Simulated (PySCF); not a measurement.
Isomers of [C9H7O2]- (charge -1). Method: PBE0-D3(BJ)/def2-SVP geometry optimisation, gas phase (PySCF 2.14.0). Energies are electronic, without zero-point or thermal terms, for one conformer each. No frequencies were run at this level. Point groups hold within 0.08 Å.

Task: Order them by energy at this level, lowest first, and give relative energies in kcal/mol.
A. `[CH2:1]=[C:2]1[CH:3]=[CH:4][CH:5]=[C:6]([C:7](=[O:8])[O-:9])[CH:10]=[CH:11]1` (charge -1) with C5–C6–C7–O8 178°
B. `[CH:1]#[C:2][C:3](/[CH:4]=[CH:5]/[O-:6])=[CH:7]/[CH:8]=[CH:9]\[CH:10]=[O:11]` (charge -1) with C2–C3–C4–C5 0°, C3–C7–C8–C9 180°, C8–C9–C10–O11 180°

Result: A (0.0), B (47.4).

| SMILES | E (Eh) | E rel (kcal/mol) | dipole about centre of mass (D) | point group | A, B, C (MHz) |
| --- | --- | --- | --- | --- | --- |
| C=C1C=CC=C(C(=O)[O-])C=C1 | -496.71034 | 0.0 | 8.48 | – | 2663, 697.5, 552.8 |
| C#CC(/C=C/[O-])=C/C=C\C=O | -496.63486 | 47.4 | 3.03 | Cs | 2163, 429.3, 358.2 |
